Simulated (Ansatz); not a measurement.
Reaction (formal exchange of groups at a Ge–C bond): `N#[C][GeH3]` + `[CH3][AlH2]` → `[CH3][AlH][GeH3]` + `C#N`

Calculated with Ansatz (gas phase, PBE0-D4/def2-TZVP geometries, no zero-point term in ΔE). CBS: MP2 limit from def2 TZ/QZ plus the TZ coupled-cluster correction, frozen cores. This one scheme is used for every species. For Ge outer-core shells are correlated without core-valence functions, which leaves a few kJ/mol of doubt a bond. Scalar relativity is left out up to krypton.

```
           species  CCSD(T)/CBS(def2) energy (Eh)
     `N#[C][GeH3]`                    -2170.64236
     `[CH3][AlH2]`                     -283.05813
`[CH3][AlH][GeH3]`                    -2360.38260
             `C#N`                      -93.32098
```

**Question.** Work out ΔE.

**Answer.** ΔE = (-2360.38260) + (-93.32098) − (-2170.64236) − (-283.05813) = -0.00309 Eh = -8.1 kJ/mol.

Largest T1 diagnostic among the species: 0.014.

From PBE to PBE0 (25 % exact exchange), in def2-TZVPP and without D4, ΔE moves by +3.4 kJ/mol. Leaving LDA and LC-ωPBE aside and taking each functional with its dispersion term where it has one, the values, not all of them listed here, spread over 21.5 kJ/mol, from PBE-D4 to B97M-V. In def2-TZVPP, CCSD(T) changes the Hartree–Fock value by −13.8 kJ/mol (the triples alone add −0.8 kJ/mol) and MP2 by −8.7 kJ/mol.
